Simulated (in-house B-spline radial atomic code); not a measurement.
**Ionising Rh⁺ with different functionals**

Computed with a radial B-spline atomic code at the basis-set limit: scalar-relativistic (spin-free X2C) Hamiltonian, Fermi nucleus of rms radius 4.4945 fm, spin-polarised at highest spin, spherical fractional occupations for the functionals, and exact exchange of hybrids averaged over the configuration. The ionisation energy is the difference of two self-consistent energies, [Kr] 4d8 → [Kr] 4d7, without Breit or QED terms; ε is the level of the shell that loses the electron (its least bound occupied spin orbital). There is no spin-orbit coupling in this Hamiltonian.

```tsv
method	rung	ΔSCF (eV)	-ε(4d) (eV)
PBE0	global hybrid	18.22	14.38
B3LYP	global hybrid	18.44	14.23
TPSSh	global hybrid	18.22	13.29
BHandHLYP	global hybrid	17.91	15.90
r2SCAN0	global hybrid	?	?
B97-1	global hybrid	18.33	14.16
HSE06	range-separated hybrid	?	?
wB97X	range-separated hybrid	18.23	17.00
CAM-B3LYP	range-separated hybrid	18.35	15.98
LC-wPBE	range-separated hybrid	18.17	17.23
```

(1) What does r2SCAN0 give?

(2) What does HSE06 give?

(3) Among the functionals, which spreads more, the ΔSCF values or the orbital energies?

(4) How do they compare with the NIST value?

## Answers

(1) ΔSCF 18.06 eV, and -ε(4d) = 14.27 eV.

(2) ΔSCF 18.22 eV, and -ε(4d) = 13.98 eV.

(3) The orbital energies: ΔSCF values span about 0.53 eV and the orbital energies 3.94 eV; here energy differences depend much less on the functional than eigenvalues do.

(4) NIST lists 18.080 eV (semi-empirical, ground level to ground level). Errors run from -0.17 to +0.36 eV; r2SCAN0 is closest (-0.02 eV), but part of that can be cancellation, since the calculations leave out spin-orbit coupling, Breit-QED terms, multiplet and fine-structure energies.
